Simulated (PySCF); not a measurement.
C2H6B, SMILES C[B]C, multiplicity 2. Geometry: PBE0-D3(BJ)/def2-TZVP. The isomer is the one that the SMILES or the coordinates give; other isomers of the formula were not compared.

Give the equilibrium geometry at PBE0-D3(BJ)/def2-TZVP (PySCF confirms it by a frequency run) as Cartesian coordinates in Å, and its point group. (Estimate from the structure and the level; the computed values follow.)

point group C2.
```xyz
9

C      1.3952     0.0124     0.0985
B      0.0000     0.0000    -0.5634
C     -1.3952    -0.0124     0.0985
H      1.6717    -1.0485     0.2031
H      2.1844     0.4745    -0.4969
H      1.4020     0.4369     1.1109
H     -1.4020    -0.4369     1.1109
H     -2.1844    -0.4745    -0.4969
H     -1.6717     1.0485     0.2031
```
Charge 0, spin multiplicity 2.
